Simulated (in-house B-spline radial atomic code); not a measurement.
A fraction x of an electron is removed from 2p in P²⁺, starting from [Ne] 3s2 3p1 and keeping the highest spin. Computed with a radial B-spline atomic code at the basis-set limit: scalar-relativistic (X2C) PW91, spin-polarised, spherical fractional occupations, Fermi nucleus of rms radius 3.1889 fm.

```
   x  E(x) - E(0) (eV)  2p down level (eV)
   0            0.0000            -148.095
 0.1           14.9836            -151.582
 0.2           30.3174            -155.099
0.28           42.8387            -157.934
0.43           66.9303            -163.299
 0.5           78.4496            -165.824
0.51                 ?                   ?
0.75          121.0428            -174.950
0.77          124.5492            -175.687
0.92                 ?                   ?
   1          165.9378            -184.236
```

(1) What belongs in the row x = 0.51?

(2) What belongs in the row x = 0.92?

(3) Check Janak's theorem between x = 0.1 and 0.2.

Answers

(1) An energy change of 80.1096 eV; 2p down at -166.186 eV.

(2) An energy change of 151.3186 eV; 2p down at -181.248 eV.

(3) The slope of the energy is 153.34 eV; the orbital levels give 153.34 eV (-ε of the emptying orbital, averaged over the two points).
